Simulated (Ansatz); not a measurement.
Cost and result for the atomization energy of C$_{6}$H$_{4}$Ge (`C#[C][GeH]([C]#C)[C]#C`) (11 atoms, 10 bonds).

```xyz
11

C     0.866   -2.609   -1.039
C     0.274   -1.647   -0.622
Ge   -0.683   -0.149    0.031
C    -0.037    0.291    1.756
C     0.357    0.569    2.860
C    -0.395    1.321   -1.128
C    -0.231    2.257   -1.867
H     1.394   -3.459   -1.407
H    -2.176   -0.474    0.101
H     0.711    0.816    3.835
H    -0.080    3.085   -2.520
```

Total charge 0; spin multiplicity 1. Correlated methods include outer-core shells of Ge, which these sets cover unevenly. Scalar relativity is left out up to krypton. The structure was optimised at the PBE0-D4/def2-TZVP level. Program: Ansatz. All runs use 4 threads of an Intel Xeon Platinum 8259CL on a shared host. Times are those of one run each, without the atoms' runs, and a repeat can differ threefold. Electronic energies, without spin–orbit coupling; frozen cores. CCSD(T)/CBS adds CCSD(T) − MP2 in def2-TZVPP to the MP2 limit, and its time is that of the two runs behind it. T1 = 0.013. With those shells the extrapolation isn't a true limit. B3LYP takes the VWN-RPA correlation (the form of Gaussian; ORCA's B3LYP/G).

CCSD(T)/CBS is a level of theory with its own doubt, some kJ/mol a heavy atom from the limit and from the frozen cores, so smaller differences don't rank the functionals.

```csv
level,functions,wall time,atomization (kcal/mol),difference from CCSD(T)/CBS,per bond
LDA (SPW92)/def2-TZVPP,290,1.8 s,1357.8,180.3,18.0
revPBE-D4/def2-TZVPP,290,2.9 s,1180.8,3.3,0.3
PBE0-D4/def2-TZVPP,290,4.4 s,1185.5,8.0,0.8
BHLYP-D4/def2-TZVPP,290,4.7 s,1128.1,-49.4,-4.9
B3LYP-D4/def2-TZVPP (with forces),290,7 s,1172.5,-5.0,-0.5
B97M-V/def2-TZVPP,290,9 s,1178.1,0.6,0.1
PBE-QIDH/def2-TZVPP,290,9 s,1179.4,1.9,0.2
ωB97X-V/def2-TZVPP,290,10 s,1172.5,-5.0,-0.5
ωB97M-V/def2-TZVPP (with forces),290,14 s,1176.3,-1.2,-0.1
CCSD(T)/def2-SVP,136,15 s,1123.2,-54.3,-5.4
MP2/def2-QZVPP,551,35 s,1207.8,30.3,3.0
CCSD(T)/def2-TZVPP,290,5.2 min,1150.6,-26.9,-2.7
CCSD(T)/CBS(def2),–,5.8 min,1177.5,0.0,0.0
```

From BLYP to BHLYP (50 % exact exchange), in def2-TZVPP and without D4, the atomization energy moves by −45.6 kcal/mol: exact exchange takes away binding that semilocal exchange gives to molecules. The D4 term adds +10.3 kcal/mol with B3LYP and +5.5 kcal/mol with PBE0; it sums over pairs of atoms, weighted by their polarisabilities, and B3LYP, whose exchange is more repulsive, gets the larger term. In def2-TZVPP, CCSD(T) changes the Hartree–Fock value by +310.3 kcal/mol (the triples alone add +27.4 kcal/mol) and MP2 by +351.9 kcal/mol; breaking electron pairs costs correlation energy, which Hartree–Fock lacks.

For some Ge, Se and Sn compounds the MP2-based and the directly extrapolated limit differ by 10 to 25 kJ/mol.
